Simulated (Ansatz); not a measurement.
```yaml
crystal:
  periodic: [false, false, false]
  atoms:
    - {symbol: Te, position_ang: [-1.194643, -1.369718, 0.662948]}
    - {symbol: Te, position_ang: [-1.150425, 1.443103, 0.580662]}
    - {symbol: Te, position_ang: [1.602273, 1.077219, 0.122975]}
    - {symbol: Te, position_ang: [0.742795, -1.150604, -1.366585]}
basis:
  gaussian: {orbitals: def2-SVP}
magnetization: {spin_polarized: true, initial_magnetization: 0}
hamiltonian: {xc: {name: PBE0}, dispersion: d3bj}
scf: {omitted_lower_state_checks: [starts]}
```

```sh
$ ansatz run in.yaml --threads 4 --pin off --events-out ev --progress --plain --max-ram 8704MiB
```

Shortened log:

```
Functional definition: PBE0
1332 factors; integrals over basis functions are off by at most 1.6e-4 eV
mean field evaluation 1: about -29175.6394 eV, gradient 3.2e0 eV
mean field evaluation 2: about -29175.7087 eV, gradient 1.0e0 eV
mean field evaluation 4: about -29175.7151 eV, gradient 1.4e-1 eV
mean field evaluation 8: about -29175.8107 eV, gradient 7.3e-3 eV
mean field evaluation 16: about -29175.8107 eV, gradient 2.5e-5 eV
mean field -29175.81071428 eV, -1072.1912676749 hartree, gradient 2.5e-5 eV, S^2 0.000000; 0 other end points of the search recorded, 0 dependent functions left out
reference -29175.81073617 eV, -1072.1912684793 hartree; 48, 48 occupied and 56, 56 virtual orbitals, 1332 factors
Total energy: -29176.10545708 eV, -1072.2020992731 hartree
Checks for a lower state left out: starts
```

Hardware: 4 threads of Arm Neoverse N1 on a shared host. Wall time 6.5 s.

In the def2 sets Te takes a core potential; there is no spin–orbit coupling.
